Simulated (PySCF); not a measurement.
# Highest orbital energy against ionisation energy along the 4p block

Calculated with PySCF 2.14, no spin-orbit coupling. Each cell gives −ε(HOMO) / ΔSCF in eV; NIST values include spin-orbit coupling, (s) semi-empirical, (t) theoretical.

| species | UHF | LDA | PBE | PBE0 | r2SCAN | NIST (lowest levels) |
| --- | --- | --- | --- | --- | --- | --- |
| Ga (aug-cc-pVTZ-DK, spin-free X2C) | 5.807 / 5.522 | 2.936 / 6.056 | 2.938 / 5.979 | 3.762 / 5.993 | 3.187 / 6.115 | 5.999 |
| Ge (aug-cc-pVTZ-DK, spin-free X2C) | 7.888 / 7.403 | 4.411 / 8.008 | 4.381 / 7.882 | 5.384 / 7.915 | 4.694 / 8.039 | 7.899 |
| As (aug-cc-pVTZ-DK, spin-free X2C) | 10.043 / 9.412 | 5.966 / 10.025 | 5.919 / 9.879 | 7.098 / 9.940 | 6.313 / 10.083 | 9.789 |
| Se (aug-cc-pVTZ-DK, spin-free X2C) | 9.451 / 8.541 | 5.810 / 9.883 | 5.705 / 9.634 | 6.859 / 9.621 | 5.985 / 9.666 | 9.752 |
| Br (aug-cc-pVTZ-DK, spin-free X2C) | 11.780 / 10.717 | 7.565 / 12.073 | 7.432 / 11.788 | 8.749 / 11.794 | 7.756 / 11.852 | 11.814 |
| Kr (aug-cc-pVTZ-DK, spin-free X2C) | 14.240 / 13.044 | 9.400 / 14.329 | 9.251 / 14.027 | 10.742 / 14.070 | 9.656 / 14.143 | 14.000 |

Problem. How far is −ε(HOMO) from ΔSCF on average for each method, and why?

Solution. UHF 0.76 eV; LDA -4.05 eV; PBE -3.93 eV; PBE0 -2.79 eV; r2SCAN -3.72 eV. Hartree-Fock orbital energies lack relaxation and so exceed the ΔSCF value; semilocal functionals have convex E(N) from self-interaction, so their HOMO lies far too high; exact exchange moves hybrids part of the way back.
